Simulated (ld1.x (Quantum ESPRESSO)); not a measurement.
## Before and after: TM potential for tellurium (Te)

```json
{"Element": "Te (Z = 52)", "Generator": "ld1.x (Quantum ESPRESSO) 7.5", "Type": "norm-conserving Troullier–Martins (Kleinman–Bylander form)", "Functional": "PBE", "Relativity": "scalar-relativistic", "Frozen core": "[Kr] 4d10", "Valence charge": "6", "Reference configuration": "5s2 5p4", "Partial waves": "5s (bound): rc 1.90 bohr; 5p (bound): rc 1.80 bohr; 5d channel at 0.35 Ry: rc 2.00 bohr", "Local potential": "all-electron potential smoothed inside 1.60 bohr (lloc = -1)", "Core correction": "none"}
```

Change: all radii scaled by about 1.37 (s 2.60, p 2.46, d 2.74 bohr); local potential all-electron potential smoothed inside 2.18 bohr (lloc = -1).

Cutoffs: the cutoffs (Ry, on a coarse ladder) from which the occupation-weighted sum of valence levels, in a spherical-Bessel basis at the reference potential, stays within 10 and 1 mRy of its value at 400 Ry; they do not see the model core or the augmentation charge, which bear on the density cutoff. Errors are all-electron minus pseudo energies relative to the spin-unpolarised reference configuration.

Task: What does the change do?

Result: The potential gets softer (30 Ry and 60 Ry → 15 Ry and 30 Ry); the bound ghost in s disappears; of the 7 tests that both files solve, the error grows in 2 and shrinks in 3 by more than 15 % and 0.3 meV (median size 8.9 → 4.9 meV). A larger radius leaves more room for a smooth pseudo-wave, so fewer plane waves are needed.

```tsv
quantity	base	changed
cutoff, loose	30 Ry	15 Ry
cutoff, tight	60 Ry	30 Ry
loose cutoff by channel (10 mRy a level)	s 21 Ry, p 10 Ry	s 10 Ry, p 8 Ry
bound ghosts	s	none
error for 5s2 5p3, meV [ΔE 9.73 eV]	-0.3	-0.2
error for 5s2 5p2, meV [ΔE 27.65 eV]	-4.5	+6.1
error for 5s2 5p1, meV [ΔE 54.55 eV]	-30	+35
error for 5s0 5p6, meV [ΔE 18.70 eV]	+51	+14
error for 5s2 5p4.3, meV [ΔE -1.47 eV]	+0.6	+0.6
error for 5s1 5p5, meV [ΔE 9.25 eV]	+8.9	-0.8
error for 5s1 5p4, meV [ΔE 19.57 eV]	+25	-4.9
```

 A true bound ghost makes a file unfit for plane-wave use even where its test errors are small: the radial tests pick states by their node count and pass the ghost by.
